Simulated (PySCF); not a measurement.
Ge²⁺: ionisation energy

Ge²⁺ [Ar] 3d10 4s2 (1S) → Ge³⁺ [Ar] 3d10 4s1 (2S), as a difference of total energies. All numbers are calculated (PySCF 2.14, the spin-free X2C one-electron Hamiltonian (Gaussian nucleus), in aug-cc-pVTZ-DK (7s6p4d2f, 59 functions)). Correlated levels: valence: [Ar] 3d10 frozen. The calculations carry no spin-orbit coupling.

```tsv
method	ionisation energy (eV)	error (eV)
UHF	32.206	-1.852
MP2 (valence)	32.983	-1.075
SCS-MP2 (valence)	33.138	-0.920
CCSD (valence)	33.279	-0.779
```

Reference: 34.058 eV (measured; NIST Atomic Spectra Database, ionization energies).

Errors of the correlated levels include the incompleteness of this basis and the frozen core.

With two correlated electrons CCSD is exact in that space.
